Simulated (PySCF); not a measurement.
BiCl2, SMILES [Cl][Bi][Cl], multiplicity 2. Coordinates come from a B3LYP-D3(BJ)/def2-TZVP optimisation. The multiplicity is an assumed one; other spin states were not compared. The isomer is the one that the SMILES or the coordinates give; other isomers of the formula were not compared. The def2 effective core potentials stand for the cores of Bi; spin–orbit coupling is left out.

All values below come from PySCF with B3LYP-D3(BJ)/def2-TZVP.

Harmonic wavenumbers (cm⁻¹): 102, 315, 333. Rotational constants (GHz): 3.787, 2.028, 1.321; symmetry number 2.

### Question
Work out the zero-point energy and the ideal-gas rigid-rotor harmonic-oscillator thermochemistry at 298.15 K and 1 atm.

### Answer
ZPE = ½ Σ hcν = ½ × 749 cm⁻¹ = 4.48 kJ/mol. H − E(el) = 18.37 kJ/mol. Entropy in J/(mol K): translation 179.02, rotation 110.77, vibration 25.12, spin 5.76, total 320.67. G − E(el) = -77.23 kJ/mol. Cp = 55.03 J/(mol K). Modes under 150 cm⁻¹ make the vibrational entropy uncertain.
